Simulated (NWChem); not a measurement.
Molecule: C2H3AuO; SMILES [CH3][Au]<-[C-]#[O+]

Computed with NWChem. The geometry was optimised at PBE0/def2-SVP. def2 effective core potentials on Au; no spin-orbit coupling. Level M06-L/def2-SVP: energy and gradient on several grids; changes count from the extra-fine grid, which is no exact limit either.

Question: Which is the coarsest grid (xfine; fine; coarse; medium; xcoarse) from which on the energy stays within 100 μHa and each gradient component within 200 μHa/bohr of xfine?

Answer: fine.
```csv
grid,size of the energy change (μHa),largest change of a gradient component (μHa/bohr),"time, medium = 1 (rough)"
xcoarse,30000,20000,about 1
coarse,600,2000,about 1
medium,60,400,about 1
fine,< 10,60,about 1
xfine,< 10,< 30,3
```
